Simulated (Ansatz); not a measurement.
Consider the homolysis of the B–F bond: `CB(F)[SeH]` → `C[B][SeH]`• + F•.

Calculated with Ansatz (gas phase, PBE0-D4/def2-TZVP geometries, no zero-point term in ΔE). CBS: MP2 limit from def2 TZ/QZ plus the TZ coupled-cluster correction, frozen cores. This one scheme is used for every species, atoms too. Functionals use def2-TZVPP. No spin–orbit coupling; open shells (•) take unrestricted orbitals. Spin–orbit coupling would lower the free atoms: a little for F. For Se outer-core shells are correlated without core-valence functions, so the limit isn't a true one: a few kJ/mol of doubt a bond, and 10 to 20 or more in all where bonds break to atoms. Scalar relativity is left out up to krypton. One conformer a species, not always the lowest.

`CB(F)[SeH]`:

Cartesian coordinates in Å:
```
C 0.391 -0.756 -0.380
B -0.175 0.163 0.742
F -0.161 -0.265 2.002
Se -0.936 1.942 0.503
H -0.168 -1.698 -0.392
H 0.361 -0.323 -1.379
H 1.428 -1.021 -0.146
H -0.740 1.958 -0.950
```

`C[B][SeH]`•:

Cartesian coordinates in Å:
```
C 0.038 -0.853 0.351
B -0.532 -0.001 -0.801
Se -0.437 1.816 -1.284
H -0.775 -1.359 0.882
H 0.626 -0.284 1.080
H 0.671 -1.650 -0.055
H 0.409 2.331 -0.173
```

Question: What is ΔE at CCSD(T)/CBS? (Estimate.)

Answer: Ansatz gave: +7.26 eV.

Question: What do these levels give: LDA (SPW92), BLYP-D4, PBE0-D4, ωB97M-V, PBE, HF/def2-TZVPP? (An estimate is asked.)

Answer: Ansatz gave: LDA (SPW92) 8.22, BLYP-D4 7.13, PBE0-D4 7.03, ωB97M-V 7.31, PBE 7.20, HF/def2-TZVPP 5.47 eV.

Largest T1 diagnostic among the species: 0.014.

At CCSD(T), def2-SVP lies −0.31 eV from the extrapolated value and def2-TZVPP −0.16 eV: correlation converges slowly with the basis, and small sets miss more of it in the bonded molecule than in its fragments. Leaving LDA and LC-ωPBE aside and taking each functional with its dispersion term where it has one, the values, not all of them listed here, spread over 0.47 eV, from BHLYP-D4 to ωB97M-V. LDA lies +1.02 eV from PBE without D4, its usual overbinding.
